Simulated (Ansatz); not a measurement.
`N[SiH](Cl)BF` and `N[SiH](Cl)BO` differ in one atom or group.

Ansatz, PBE0-D4/def2-TZVP geometries, multiplicity 1. Each molecule was computed in one conformer, which needn't be the lowest.

| property | `N[SiH](Cl)BF` |
| --- | --- |
| size of the dipole moment (ωB97M-V/def2-TZVPP) / D | 1.84 |
| LUMO energy (PBE0/def2-TZVPP) / eV | -1.78 |
| LUMO energy (ωB97M-V/def2-TZVPP) / eV | 0.23 |
| HOMO energy (PBE/def2-TZVPP) / eV | -6.52 |
| HOMO energy (B3LYP/def2-TZVPP) / eV | -7.67 |
| HOMO–LUMO gap (B3LYP/def2-TZVPP) / eV | 5.68 |

Task: What does the change do to each property? (An estimate is asked.)

Result: Ansatz gave: 
```tsv
property	`N[SiH](Cl)BO`	shift
size of the dipole moment (ωB97M-V/def2-TZVPP) / D	2.70	0.86
LUMO energy (PBE0/def2-TZVPP) / eV	-1.18	0.60
LUMO energy (ωB97M-V/def2-TZVPP) / eV	0.80	0.57
HOMO energy (PBE/def2-TZVPP) / eV	-6.28	0.24
HOMO energy (B3LYP/def2-TZVPP) / eV	-7.42	0.25
HOMO–LUMO gap (B3LYP/def2-TZVPP) / eV	6.05	0.37
```

With PBE0 the HOMO rises by 0.23 eV and the LUMO rises by 0.60 eV, so the gap widens by about 0.37 eV. PBE moves the HOMO by 0.24 eV and ωB97M-V by 0.24 eV. Dipoles are sizes alone; their direction can turn.

B3LYP here is the variant with VWN-RPA as its local correlation; programs differ in this.
